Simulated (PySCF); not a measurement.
# Polarisability and C₆ of Au³⁺ (gold, charge +3)

[Xe] 4f14 5d8, high-spin 3F determinant. Computed with PySCF 2.14 in aug-cc-pwCVTZ-PP with ECP60MDF, with scalar relativity through the core potential. Coupled (time-dependent) response in atomic units; α is the mean over directions.

```tsv
method	mean α (bohr³)	C₆ (like pair)	S(−4)
revPBE	6.144	35.24	6.428
```

S(−4) is the Cauchy moment in α(ω) = α(0) + S(−4) ω² + …

Spin-orbit coupling is absent.

α(iu) at revPBE:

```
u (hartree)  α(iu) (bohr³)
          0          6.144
     0.0500          6.128
      0.100          6.081
      0.200          5.905
      0.300          5.646
      0.500          5.017
      0.750          4.239
       1.00          3.574
       1.50          2.587
       2.00          1.928
       3.00          1.160
       5.00         0.5319
```

A single London oscillator, α(iu) = α/(1 + u²/ω²), gives C₆ = (3/4) ω α². Matching the computed C₆ needs ω = 4 × 35.24 / (3 × 6.144²) = 1.24 hartree.

For an ion, C₆ is the dispersion term alone; charge-induced terms of lower order in 1/R come first.

Energies and moments cover only the electrons outside the core potential. Spin-orbit coupling, absent here, splits the open shell strongly.
